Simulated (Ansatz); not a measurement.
A structure relaxed at PBE-D4/def2-SVP in Ansatz, charge 1, singlet:

```xyz
7

In    1.361    1.582   -0.765
In    2.753   -0.155    1.555
In   -3.035   -1.045    1.369
In    0.942   -0.762   -2.924
Sb   -0.486    1.071    1.613
Sb   -1.555    0.712   -1.030
Sb    0.021   -1.403    0.182
```

**Question.** Give its formula and point group.

**Answer.** the cluster In₄Sb₃⁺. Point group Cs (tolerance 0.1 Å).

**Question.** Summarise the bond lengths by kind (pairs closer than 1.2 times the sum of covalent radii, bridged metal pairs left out).

**Answer.** 7 × In–Sb 3.05 to 3.32 Å; 3 × Sb–Sb 2.87 to 2.90 Å; 2 × In–In 3.21 Å.

In the def2 sets In, Sb take a core potential; there is no spin–orbit coupling. The structure comes from a short search, and lower isomers may exist.
